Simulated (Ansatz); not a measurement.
Ideal-gas functions of H$_{4}$SSiSn, SMILES `[SiH2]1[S][SnH2]1` at 600 K and 1 bar, from an Ansatz frequency run at PBE0-D4/def2-TZVP.

Molar mass 182.9 g/mol, point group Cs (symmetry number 1), electronic degeneracy 1, moments of inertia 80.836, 221.904, 288.724 u Å². Harmonic wavenumbers (cm⁻¹, unscaled): 234, 322, 338, 441, 455, 487, 565, 596, 677, 715, 947, 1947, 1955, 2226, 2241.

Use S(trans) = R[1.5 ln M + 2.5 ln T − 1.1517]; rotational temperatures θ = 24.2544 K / I; S(rot) = R[ln(√π/σ · √(T³/θAθBθC)) + 1.5]; for each mode x = 1.438777 ν̃/T, S = R[x/(eˣ − 1) − ln(1 − e⁻ˣ)] and H = RT x/(eˣ − 1); 1 cm⁻¹ = 0.0119627 kJ/mol; R = 8.31446 J/(mol·K).

Q: By hand: the entropy, in J/(mol·K).

A: Translation 188.4. Rotation: θ = 0.3, 0.1093, 0.084 K, giving 121.5. Vibration, mode by mode: 13.23, 10.67, 10.29, 8.23, 7.99, 7.48, 6.40, 6.02, 5.14, 4.78, 3.08, 0.45, 0.44, 0.25, 0.25, in all 84.7. Electronic 0.0. Sum 394.6 J/(mol·K).

Q: By hand: H − E and G − E in kJ/mol, counted from the electronic energy.

A: Zero-point energy ½ × 14146 × 0.0119627 = 84.6; thermal vibration 28.9; translation, rotation and pV give 4 RT = 20.0. H − E = 133.5 kJ/mol, and G − E = 133.5 − 600 × 394.6/1000 = -103.3 kJ/mol.

Vibration gives 21 % of the entropy.
